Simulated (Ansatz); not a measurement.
Coupled-cluster diagnostics for the cluster Ti3Si5 (the lowest singlet isomer of a short search), Ansatz.

Geometry of the singlet (PBE-D4/def2-SVP):

Cartesian coordinates in Å:
```
Ti 0.0338 -1.8758 -0.0966
Ti -0.9189 -1.7736 -2.1062
Ti 0.2689 0.3874 -1.4597
Si 0.9975 1.2132 2.4546
Si 1.7245 -0.1164 0.5242
Si -0.6969 0.3472 1.0570
Si 0.7652 2.1680 0.1998
Si -2.1741 -0.3500 -0.5732
```

Correlated methods freeze 40 core orbitals; core or outer-core shells of Ti are correlated, in sets that lack core-valence functions. The geometry of the singlet was relaxed on an unsound state (restricted singlet whose occupied levels cross empty ones at other levels, untested at these). At PBE0-D4/def2-TZVP a triplet of charge 0 lies 0.73 eV below the restricted singlet, each at its own geometry. The structure comes from a short search, and lower isomers may exist.

Estimate the CCSD(T) correlation energy, the shares of MP2 and (T), T1 and the reference's ⟨S²⟩ for: charge 0, singlet, own geometry in def2-SVP; and the rough time on 4 threads of Arm Neoverse V1 on a shared host.


```json
{"state": "charge 0, singlet, own geometry", "basis": "def2-SVP", "correlation (eV)": "-44.601", "MP2 share (%)": "88.5", "(T) share (%)": "11.8", "T1": "0.134", "⟨S²⟩ (pure)": "0.00 (0.00)", "wall time": "13 min", "remarks": "flagged by the program, large T1 (0.134), restricted SCF unstable"}
```
Customary marks for T1 are 0.02 (closed shells), 0.045 (open shells) and about 0.05 (3d metals). T1 exceeds 0.02 in 1 of 1 rows and 0.045 in 1; the higher it lies, the less the single-reference result can be trusted.
